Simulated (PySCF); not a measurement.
Which determinant of Rb2 lies lowest?

Unrestricted PBE0; Rb def2-SVPD with ECP28; scalar-relativistic core potentials (PySCF 2.14). Outer shells of the fragments: Rb 5s1; Rb 5s1.

Followed along the bond (rough minima from three points):

```json
{"2Ms+1": "1", "unpaired": "none", "⟨S²⟩ at the start": "0.00", "R at minimum (Å)": "4.30", "Te (eV)": "0.00"}
{"2Ms+1": "3", "unpaired": "σ ↑, π ↑", "⟨S²⟩ at the start": "2.00", "R at minimum (Å)": "4.36", "Te (eV)": "1.16"}
{"2Ms+1": "1", "unpaired": "σ ↑, π ↓", "⟨S²⟩ at the start": "1.00", "R at minimum (Å)": "4.46", "Te (eV)": "1.39"}
{"2Ms+1": "3", "unpaired": "σ ↑↑", "⟨S²⟩ at the start": "2.00", "R at minimum (Å)": "none in the scan", "Te (eV)": "≤ 0.43"}
```

Solutions found at the starting distance of 4.120 Å, counted from the lowest of them; the search is not exhaustive and high or unbound solutions are not listed, so other states can lie among these:

```
2Ms+1  unpaired   term  E (eV)  ⟨S²⟩  ⟨Lz²⟩
    1      none    ¹Σ⁺    0.00  0.00   0.00
    3      σ ↑↑    ³Σ⁺    0.65  2.00   0.00
    3  σ ↑, π ↑     ³Π    1.17  2.00   1.01
    1  σ ↑, π ↓  mixed    1.40  1.00   1.00
    3  σ ↑, δ ↑     ³Δ    2.33  2.00   4.00
    1  σ ↑, δ ↓  mixed    2.40  1.00   4.00
```

A term symbol is given only where ⟨S²⟩ and ⟨Lz²⟩ are close to those of a pure state; real π, δ and φ orbitals otherwise mix terms, and g/u labels are left off.

Counting both spins, an empty level lies below a filled one in some of these solutions, because spin and occupation are held.
